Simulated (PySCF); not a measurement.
# How methods differ on the excitation energy of Cu²⁺

Cu²⁺ [Ar] 3d9 (2D) → Cu²⁺ [Ar] 3d8 4p1 (high-spin determinant), as a difference of total energies. All numbers are calculated (PySCF 2.14, the spin-free X2C one-electron Hamiltonian (Gaussian nucleus), in x2c-TZVPPall (6s5p4d2f1g, 64 functions)). Correlated levels: valence: [Ar] frozen. The calculations carry no spin-orbit coupling.

```
           method  excitation energy (eV)
              UHF                  12.952
    MP2 (valence)                  15.102
SCS-MP2 (valence)                  14.998
   CCSD (valence)                  14.629
CCSD(T) (valence)                  14.681
```

How much does correlation contribute at CCSD(T) (valence)?

14.681 − (12.952) = 1.729 eV, measured against UHF.

A first-order spin-orbit estimate (lowest level to lowest level, LS coupling) adds -0.016 eV.

The basis was made for the ground configuration and has no added diffuse functions, so the excitation energy can come out too high.

The determinant of the upper state mixes LS terms, which raises its energy above the lowest term, most at the Hartree-Fock and MP2 levels.
